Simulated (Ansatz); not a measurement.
A nudged elastic band was laid between two geometries of C2H8FNOSi (14 atoms, charge 0, multiplicity 1).

Level of theory: RKS B3LYP-D4/def2-SVP (Ansatz).

```yaml
movable_images: 7
climbing_image: yes
spring: 5.0 eV/Å²
optimiser: quadratic models (default)
start_path: IDPP
force_threshold: 0.05 eV/Å
iteration_limit: 60
end_points: relaxed
```

Image 0:

```xyz
14
Properties=species:S:1:pos:R:3
N 0.877 -2.246 0.189
C 0.253 -1.054 0.784
Si -0.336 0.237 -0.456
O 0.972 0.434 -1.484
C -0.806 1.856 0.427
F 0.229 2.219 1.290
H 0.199 -2.752 -0.382
H 1.613 -1.952 -0.456
H -0.579 -1.364 1.442
H 0.977 -0.561 1.456
H -1.539 -0.208 -1.235
H 0.854 0.947 -2.291
H -0.994 2.692 -0.274
H -1.732 1.722 1.019
```

Image 8:

```xyz
14
Properties=species:S:1:pos:R:3
N 0.819 -2.255 0.184
C 0.190 -1.058 0.771
Si -0.392 0.196 -0.519
O 0.854 0.481 -1.606
C -0.869 1.852 0.289
F 0.304 2.344 0.888
H 0.133 -2.781 -0.358
H 1.532 -1.968 -0.489
H -0.645 -1.369 1.424
H 0.912 -0.564 1.448
H -1.519 -0.350 -1.326
H 1.539 1.089 -1.301
H -1.223 2.598 -0.445
H -1.648 1.756 1.067
```

Question: Which bonds break or form, and what moves?

Answer: No bond is made or broken. The dihedral C5–Si3–O4–H12 goes from -70 to 42°.

Question: Give the energies along the band, and the barrier.

Answer: The run converged. The highest image is number 4 of 0 to 8, 2.4 kJ/mol above the first end and 2.8 kJ/mol above the last; the last end lies 0.4 kJ/mol below the first. A vibrational analysis at the climbing image gives one clearly imaginary mode, 207i cm⁻¹: a first-order saddle point.

| image | path coordinate (Å) | energy (kJ/mol) | dihedral C5–Si3–O4–H12 (°) |
| --- | --- | --- | --- |
| 0 | 0.00 | 0.0 | -70 |
| 1 | 0.22 | 0.2 | -61 |
| 2 | 0.44 | 0.9 | -48 |
| 3 | 0.66 | 1.8 | -31 |
| 4 | 0.88 | 2.4 | -11 |
| 5 | 1.05 | 2.0 | 6 |
| 6 | 1.23 | 0.8 | 22 |
| 7 | 1.41 | -0.1 | 35 |
| 8 | 1.58 | -0.4 | 42 |

Question: What is the geometry of the highest image?

Answer: 
```xyz
14
Properties=species:S:1:pos:R:3
N 0.871 -2.260 0.208
C 0.211 -1.084 0.802
Si -0.382 0.177 -0.469
O 0.894 0.359 -1.543
C -0.816 1.858 0.311
F 0.319 2.351 0.962
H 0.207 -2.785 -0.364
H 1.600 -1.947 -0.435
H -0.622 -1.418 1.447
H 0.920 -0.578 1.482
H -1.589 -0.322 -1.199
H 1.154 1.255 -1.785
H -1.145 2.604 -0.436
H -1.637 1.761 1.047
```

Question: What are the harmonic wavenumbers there?

Answer: 207i, 58, 76, 124, 175, 221, 276, 334, 412, 597, 665, 693, 743, 785, 857, 875, 899, 927, 1044, 1071, 1088, 1233, 1273, 1306, 1369, 1427, 1454, 1638, 2190, 3007, 3020, 3058, 3069, 3476, 3552, 3887 cm⁻¹.

Time of the run: 2.9 min on 2 threads of Intel(R) Xeon(R) Platinum 8488C (Sapphire Rapids) (shared host), peak memory 0.34 GiB.
